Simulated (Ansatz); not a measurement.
Reaction (redistribution): `N[SiH](F)C[SiH3]` + `[NH]=[V]([NH2])([NH2])[Cl]` → `F[SiH](Cl)C[SiH3]` + `[NH]=[V]([NH2])([NH2])[NH2]`

Isolated molecules relaxed with PBE0-D4/def2-TZVP in Ansatz; ΔE leaves out vibrations. CBS: MP2 limit from def2 TZ/QZ plus the TZ coupled-cluster correction, frozen cores. DFT in def2-TZVPP. For V outer-core shells are correlated without core-valence functions, which leaves a few kJ/mol of doubt a bond. Scalar relativity is left out up to krypton. Each species was taken in one conformer, which may not be the lowest.

(1) Is it downhill or uphill in electronic energy at CCSD(T)/CBS, and by how much? (Estimate.)

(2) What do these levels give: PBE0-D4, ωB97X-V, ωB97M-V, PBE, MP2/def2-QZVPP, MP2/CBS(def2)? (Best estimate.)

Largest T1 diagnostic among the species: 0.032, so the coupled-cluster value is less sure than usual.

Answers

(1) Computed: Uphill: ΔE = +59.8 kJ/mol.

(2) Computed: PBE0-D4 62.8, ωB97X-V 62.0, ωB97M-V 61.7, PBE 59.2, MP2/def2-QZVPP 89.9, MP2/CBS(def2) 88.7 kJ/mol.

From PBE to PBE0 (25 % exact exchange), in def2-TZVPP and without D4, ΔE moves by +3.0 kJ/mol.
